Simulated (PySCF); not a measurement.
Species: (H2Ga-mu-SbH2)2.
Structure used (PBE0-D3(BJ)/def2-SVP), in Å, numbered top down from 1:
```
atom  x, y, z in Å
Ga1   -0.5416   -0.7288   -0.9833
H2    -1.3100    0.0540   -2.0966
H3    -0.2576   -2.2659   -0.9317
Sb4   -2.0184   -0.1658    1.4609
Ga5    0.5527    0.7396    0.9797
H6     1.3193   -0.0374    2.0975
H7     0.2628    2.2745    0.9109
Sb8    2.0380    0.1584   -1.4550
H9    -2.1620   -1.8454    1.1771
H10   -3.0595    0.2370    0.1661
H11    3.0645   -0.3235   -0.1757
H12    2.2272    1.8207   -1.0990
```

Method used: TDDFT wB97X-D/def2-SVPD, vertical, gas phase, core orbitals frozen in the response, def2 core potentials past Kr in PySCF 2.14.0, density-fitted response routines. Spin–orbit coupling is left out.

Ground-to-excited transition dipoles (e·a0, same axes as the geometry; the sign carries no meaning), for the states with f of 0.002 or more among the lowest 14:

| state | E (eV) | μx | μy | μz |
| --- | --- | --- | --- | --- |
| S1 | 4.719 | -2.123 | -0.118 | 1.647 |
| S4 | 5.380 | -0.482 | -0.197 | 0.052 |
| S6 | 5.576 | 0.446 | 0.039 | -0.199 |
| S7 | 5.607 | 0.120 | -0.252 | 0.121 |
| S10 | 6.048 | -0.125 | 0.228 | -0.093 |
| S13 | 6.270 | -0.365 | -0.059 | 0.181 |
| S14 | 6.405 | -0.051 | -0.249 | -0.366 |

Problem. Work out the oscillator strengths.

Solution. f = (2/3) ΔE |μ|² with ΔE in hartree (27.2114 eV).

```
state  |μ|² (au)  |μ| (D)      f
   S1      7.235     6.84  0.836
   S4      0.274     1.33  0.036
   S6      0.240     1.24  0.033
   S7      0.093     0.77  0.013
  S10      0.076     0.70  0.011
  S13      0.170     1.05  0.026
  S14      0.199     1.13  0.031
```

Problem. Which bond between heavy atoms lies closest to the direction of the S1 transition dipole?

Solution. Ga5–Sb8 and Ga1–Sb4, at 25° from it; next Sb4–Ga5 and Ga1–Sb8 at 31°.

Problem. What angle do the transition dipoles of S4 and S13 make?

Solution. |cos θ| = |μa·μb| / (|μa| |μb|) = 0.91, so θ ≈ 24° (taken between 0 and 90°, since the signs are arbitrary).

Problem. What peak molar absorption coefficient would the strongest computed level give as a lone Gaussian band 0.4 eV wide at half height?

Solution. ε(max) = 2.175×10⁸ f / FWHM, with the width in cm⁻¹. S1: 2.175×10⁸ × 0.8364 / 3226 ≈ 56000 L mol⁻¹ cm⁻¹.

All these states lie below the vertical ionisation energy of 8.44 eV (ΔSCF).

One conformer stands for the species.
